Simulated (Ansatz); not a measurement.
Reaction (formal exchange of groups at the Si–C bond): `ClC[SiH2][SnH3]` + `NC1CO1` → `N[SiH2][SnH3]` + `ClCC1CO1`

Program: Ansatz. Geometries: PBE0-D4/def2-TZVP. ΔE: electronic, gas phase. CCSD(T)/CBS is the MP2 limit (def2-TZVPP, def2-QZVPP) plus CCSD(T) − MP2 in def2-TZVPP, frozen cores. DFT in def2-TZVPP. B3LYP here is the variant with VWN-RPA as its local correlation; programs differ in this. Elements past krypton have def2 core potentials. For Sn outer-core shells are correlated without core-valence functions, which leaves a few kJ/mol of doubt a bond. Each species was taken in one conformer, which may not be the lowest.

```
     level  ΔE (kJ/mol)
  B3LYP-D4        -59.4
r2SCANh-D4        -60.0
   ωB97X-V        -59.6
  PBE-QIDH        -61.6
```

(1) What does CCSD(T)/CBS give? (Estimate.)

(2) What do rigid-rotor, harmonic-oscillator terms from PBE0-D4/def2-TZVP frequencies (298.15 K, 1 bar) make of the CCSD(T)/CBS value? (Best estimate.)

Largest T1 diagnostic among the species: 0.012.

Answers

(1) Computed: -62.6 kJ/mol. The listed levels differ from it by 3.2, 2.6, 3.0, 1.0 kJ/mol.

(2) Ansatz gave: ΔZPE = -1.1 kJ/mol, ΔH = -63.2 kJ/mol, ΔS = 6 J/(mol·K), ΔG = -64.8 kJ/mol. Modes under 50 cm⁻¹ make the entropy rough.

Leaving LDA and LC-ωPBE aside and taking each functional with its dispersion term where it has one, the values, not all of them listed here, spread over 13.3 kJ/mol, from B2PLYP to revPBE-D4. In def2-TZVPP, CCSD(T) changes the Hartree–Fock value by +10.4 kJ/mol (the triples alone add +2.2 kJ/mol) and MP2 by +7.4 kJ/mol. At CCSD(T), def2-SVP lies +13.6 kJ/mol from the extrapolated value and def2-TZVPP +0.5 kJ/mol.
